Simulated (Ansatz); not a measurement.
Breaking a bond: Re(O)3(OH), HO4Re, SMILES [O]=[Re](=[O])(=[O])[OH]. The Re1–O6 bond (Re1 also carries O, O, O; O6 carries nothing else) is stretched with both fragments frozen at the PBE0/def2-TZVP, def2 effective core potentials past Kr optimised geometry.

- RKS-PBE = restricted PBE/def2-TZVP, def2 effective core potentials past Kr (Ansatz, an electronic-structure program)
- UKS-PBE = unrestricted PBE/def2-TZVP, def2 effective core potentials past Kr in Ansatz
- UKS-B3LYP = unrestricted B3LYP/def2-TZVP, def2 effective core potentials past Kr in Ansatz
- UKS-PBE0 = unrestricted PBE0/def2-TZVP, def2 effective core potentials past Kr in Ansatz

Energies relative to the lowest point of each curve near equilibrium, in kcal/mol; the last columns give the difference from UKS-PBE0:

```csv
R / Å,RKS-PBE,UKS-PBE,UKS-B3LYP,UKS-PBE0,RKS-PBE − UKS-PBE0,UKS-PBE − UKS-PBE0,UKS-B3LYP − UKS-PBE0
1.40,111.7,111.7,106.7,100.6,11.1,11.1,6.1
1.49,48.5,48.5,44.9,40.8,7.7,7.7,4.1
1.59,12.8,12.8,10.8,8.8,4.0,4.0,2.0
1.66,2.3,2.3,1.4,0.8,1.5,1.5,0.6
1.69,0.4,0.4,0.0,0.0,0.4,0.4,0.0
1.74,0.0,0.0,0.4,1.3,-1.3,-1.3,-0.9
1.81,3.8,3.8,5.3,7.4,-3.7,-3.7,-2.1
1.93,17.8,17.8,21.3,25.3,-7.6,-7.6,-4.0
2.06,38.3,38.3,43.9,49.7,-11.3,-11.3,-5.8
2.21,63.9,63.9,71.5,78.7,-14.8,-14.8,-7.2
2.48,106.3,106.2,110.4,115.6,-9.4,-9.4,-5.3
2.77,142.0,138.3,135.5,139.5,2.5,-1.3,-4.0
3.11,171.4,159.0,151.4,153.9,17.5,5.1,-2.5
3.57,195.4,170.9,160.9,165.9,29.4,5.0,-5.1
4.16,210.5,176.9,165.7,170.2,40.3,6.7,-4.5
4.93,218.2,179.6,167.9,171.8,46.4,7.8,-3.9
```

RKS-PBE is furthest from UKS-PBE0 at 4.93 (46.4 kcal/mol, above); its mean absolute difference over the points is 13.1 kcal/mol.

UKS-PBE is furthest from UKS-PBE0 at 2.21 (-14.8 kcal/mol, below); its mean absolute difference over the points is 6.2 kcal/mol.

UKS-B3LYP is furthest from UKS-PBE0 at 2.21 (-7.2 kcal/mol, below); its mean absolute difference over the points is 3.6 kcal/mol.

The restricted form behind RKS-PBE keeps the bonding electrons paired and can't separate into open-shell fragments. The unrestricted solution behind UKS-PBE changes between 2.77 and 3.11 Å, which can leave a kink. The unrestricted determinant behind UKS-PBE is spin-contaminated at 2.48 to 4.93 Å (<S²> up to 1.8, against 0.00 for a pure singlet). The unrestricted solution behind UKS-B3LYP changes between 3.11 and 3.57 Å, which can leave a kink. The unrestricted determinant behind UKS-B3LYP is spin-contaminated at 2.48 to 4.93 Å (<S²> up to 1.6, against 0.00 for a pure singlet). The unrestricted solution behind UKS-PBE0 changes between 2.48 and 2.77 Å and between 3.11 and 3.57 Å, which can leave a kink. The unrestricted determinant behind UKS-PBE0 is spin-contaminated at 2.21 to 4.93 Å (<S²> up to 1.7, against 0.00 for a pure singlet).
